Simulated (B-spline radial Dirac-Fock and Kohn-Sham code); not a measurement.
Level of theory: multi-electron Dirac-Fock with separately optimised hole states, Breit and Lamb-shift corrections added in first order; a B-spline atomic structure program. No correlation.

Question: An atom or ion in its tabulated ground configuration has these computed binding energies (the last is its least bound level). Which is it?

```
level  binding energy (eV)
   1s              19291.4
   2s               3769.2
2p1/2               3549.7
2p3/2               3462.8
   3s               1408.6
   3p               1329.4
```

Answer: Zr²⁶⁺: Z = 40 with 14 electrons, [Ne] 3s2 3p2. The hydrogen-like estimate √(E/Ry) = 37.7 for the K level lies 2.3 below Z; the outermost level, at 1329.4 eV, fixes the charge.

Question: Identify the element and charge state from the binding energies below (tabulated ground configuration; the least bound level is included).

```tsv
level	binding energy (eV)
1s	61408.4
2s	10575.6
2p3/2	9024.3
3p3/2	2037.0
4s	573.7
4d5/2	269.4
4f	83.01
```

Answer: Yb⁵⁺: Z = 70 with 65 electrons, [Kr] 4d10 4f12 5s2 5p5. The hydrogen-like estimate √(E/Ry) = 67.2 for the K level lies 2.8 below Z (screening lowers it, relativity raises it); the outermost level, at 83.01 eV, fixes the charge.
